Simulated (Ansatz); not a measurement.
System: H₃GeO, charge 0, doublet. H3GeO (SMILES [OH][GeH2], doublet).
B3LYP-D3(BJ)/def2-TZVP minimum from Ansatz (a first-principles code):
```
Ge
O 1 1.8001
H 2 0.9631 1 112.91
H 1 1.5508 2 103.09 3 164.38
H 1 1.5625 4 111.46 2 116.11
```
Charge 0, spin multiplicity 2.

Total energies in cc-pVTZ, 13 correlated electrons, 15 frozen orbitals. Radicals and triplets start from unrestricted determinants; spin-orbit coupling is neglected. Correlated methods leave the cores frozen (noble-gas shells, and filled d and f shells in the p block). No relativity.

```csv
method,program,energy (Eh),minus CCSDT(Q) (mEh)
HF,Ansatz,-2152.02845,384.01
MP2,Ansatz,-2152.38008,32.38
CCSD,Ansatz,-2152.39851,13.95
CCSD(T),Ansatz,-2152.41120,1.26
CCSDT(Q),Ansatz,-2152.41246,0.00
```

Rough core times of Ansatz's runs on a shared machine: CCSD(T) 20 s, CCSDT(Q) 70 min.
